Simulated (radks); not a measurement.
Results of a calculation; reference values are marked as such.
Species: Ar3+. Configuration: [Ne] 3s2 3p3. Code: a radial shooting solver on a logarithmic mesh with Libxc functionals. Model: scalar-relativistic Kohn-Sham, MS2 meta-GGA, spin-unpolarised, spherical densities, finite nucleus; meta-GGA in the generalised Kohn-Sham scheme; Fermi nuclear charge, rms radius 3.4274 fm.

Local quantities along the radius. ELF = 1/(1 + alpha^2) is the electron localisation function; alpha = (tau - tau_W)/tau_unif compares the Pauli kinetic energy density with that of the uniform gas. tau is taken from the large components.

```
   r/bohr * ELF (the largest magnitude, 1, reaches the edge; | marks zero)
 0.003528 |                                                      *
 0.003977 |                                                      *
 0.004485 |                                                      *
 0.005056 |                                                      *
 0.005656 |                                                      *
 0.006377 |                                                      *
  0.00719 |                                                      *
 0.008042 |                                                      *
 0.009067 |                                                      *
  0.01022 |                                                      *
  0.01153 |                                                      *
  0.01289 |                                                      *
  0.01454 |                                                      *
  0.01639 |                                                      *
  0.01833 |                                                      *
  0.02067 |                                                      *
   0.0233 |                                                      *
  0.02628 |                                                      *
  0.02939 |                                                      *
  0.03314 |                                                      *
  0.03736 |                                                      *
  0.04179 |                                                      *
  0.04712 |                                                     *
  0.05312 |                                                     *
   0.0599 |                                                    *
    0.067 |                                                   *
  0.07554 |                                                *
  0.08517 |                                         *
  0.09526 |                                 *
   0.1074 |                       *
   0.1211 |                *
   0.1365 |            *
   0.1527 |            *
   0.1722 |                *
   0.1942 |                       *
   0.2172 |                               *
   0.2448 |                                      *
   0.2761 |                                           *
   0.3113 |                                              *
   0.3482 |                                              *
   0.3925 |                                              *
   0.4426 |                                            *
    0.495 |                                      *
   0.5582 |                        *
   0.6293 |          *
   0.7096 |     *
   0.7936 |     *
   0.8948 |            *
    1.009 |                            *
    1.128 |                                         *
    1.272 |                                              *
    1.435 |                                               *
    1.617 |                                             *
    1.809 |                                          *
     2.04 |                                   *
      2.3 |                        *
    2.572 |             *
      2.9 |    *
     3.27 |*
    3.687 *
    4.124 *
     4.65 *
```

On this mesh the ELF has minima near r = 0.14, 0.71 bohr, which separate the shells, and maxima near 0.35 (0.86), 1.4 (0.86).
